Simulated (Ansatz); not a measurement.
One geometry of the cluster NiI2, several levels of theory.

```yaml
crystal:
  periodic: [false, false, false]
  atoms:
    - {symbol: Ni, position_ang: [-0.539064, 0.221181, 0.739618]}
    - {symbol: I, position_ang: [0.292288, -1.886144, 0.177751]}
    - {symbol: I, position_ang: [0.246776, 1.664963, -0.917369]}
basis:
  gaussian: {orbitals: def2-TZVP, initial_orbitals: start.molden}
hamiltonian: {xc: {text: "exchange = 0.85*pbe_x + 0.15*exact_x\ncorrelation = pbe_c"}}
scf: {omitted_lower_state_checks: [starts]}
output: {orbitals: {seedname: orbitals}}
```

The file start.molden holds the orbitals of an earlier run on this structure, at another level or in another basis.

```sh
$ ansatz run in.yaml --threads 4 --pin off --events-out ev --progress --plain --max-ram 3916MiB
```

Output, abridged:

```
Functional definition: unnamed
1290 factors; their error is unknown
mean field evaluation 1: about -57240.8210 eV, gradient 3.8e0 eV
mean field evaluation 2: about -57240.8560 eV, gradient 6.1e-2 eV
mean field evaluation 4: about -57241.2447 eV, gradient 5.3e-4 eV
mean field evaluation 8: about -57241.2447 eV, gradient 9.7e-6 eV
mean field -57241.24466946 eV, -2103.5769420935 hartree, gradient 9.7e-6 eV, S^2 0.000000; 0 other end points of the search recorded, 0 dependent functions left out
reference -57241.24469670 eV, -2103.5769430946 hartree; 39, 39 occupied and 106, 106 virtual orbitals, 1290 factors
Total energy: -57241.24469670 eV, -2103.5769430946 hartree
Checks for a lower state left out: starts
```

Hardware: 4 threads of Arm Neoverse V2 on a shared host. Wall time 1.7 s.

The first input with `gaussian: {orbitals: def2-TZVPD, initial_orbitals: start.molden}`, `hamiltonian: {xc: r2scan, dispersion: d4}` (abridged; 2.7 s):

```
Functional definition: r2SCAN
mean field -57253.69213427 eV, -2104.0343779880 hartree, gradient 5.3e-5 eV, S^2 0.000000
Total energy: -57253.71555205 eV, -2104.0352385755 hartree
Checks for a lower state left out: starts
```

As the first input, with `hamiltonian: {xc: {name: B97M-V}}` (abridged; 4.9 s):

```
Functional definition: B97M-V
mean field -57237.92059430 eV, -2103.4547845845 hartree, gradient 2.1e-5 eV, S^2 0.000000
Total energy: -57237.92064193 eV, -2103.4547863348 hartree
Checks for a lower state left out: starts
```

First input, but with `hamiltonian: {xc: pbe0, dispersion: d4}`, `output: {forces: true, orbitals: {seedname: orbitals}}` (abridged; 2.7 s):

```
Functional definition: PBE0
mean field -57241.50117643 eV, -2103.5863685508 hartree, gradient 2.6e-5 eV, S^2 0.000000
Total energy: -57241.61273501 eV, -2103.5904682530 hartree
Atom 0 force    -0.074255     0.030467     0.101881 eV/Å
Atom 1 force     0.037805    -0.068118    -0.034632 eV/Å
Atom 2 force     0.036450     0.037651    -0.067250 eV/Å
Dipole moment:    -0.260833     0.107021     0.357874 e Å
Checks for a lower state left out: starts
```

The first input with `hamiltonian: {xc: lda}` (abridged; 0.75 s):

```
Functional definition: SPW92
mean field -57153.55622221 eV, -2100.3544510945 hartree, gradient 3.1e-5 eV, S^2 0.000000
Total energy: -57153.55625250 eV, -2100.3544522074 hartree
Checks for a lower state left out: starts
```

As the first input, with `hamiltonian: {xc: {text: "exchange = 0.65*pbe_x + 0.35*exact_x\ncorrelation = pbe_c"}}` (abridged; 2.1 s):

```
Functional definition: unnamed
mean field -57241.82745453 eV, -2103.5983590499 hartree, gradient 1.5e-5 eV, S^2 0.000000
Total energy: -57241.82747537 eV, -2103.5983598155 hartree
Checks for a lower state left out: starts
```

As the first input, with `hamiltonian: {xc: {text: "exchange = 0.95*pbe_x + 0.05*exact_x\ncorrelation = pbe_c"}}` (abridged; 1.6 s):

```
Functional definition: unnamed
mean field -57241.06025566 eV, -2103.5701650114 hartree, gradient 6.5e-6 eV, S^2 0.000000
Total energy: -57241.06028605 eV, -2103.5701661280 hartree
Checks for a lower state left out: starts
```

Geometry: r2SCAN-D4/def2-TZVP.

In the def2 sets I takes a core potential; there is no spin–orbit coupling. The restricted singlet is unstable towards broken spin symmetry at other levels; at PBE with 15 % exact exchange/def2-TZVP, r2SCAN-D4/def2-TZVPD, B97M-V/def2-TZVP, LDA (SPW92)/def2-TZVP and others this wasn't settled. At PBE0-D4/def2-TZVP the restricted singlet is unstable: a solution with broken spin symmetry lies lower. At LDA (SPW92)/def2-TZVP an occupied level lies above an empty one. At PBE0-D4/def2-TZVP a triplet of charge 0 lies 1.23 eV below the restricted singlet, each at its own geometry. The structure comes from a short search, and lower isomers may exist.
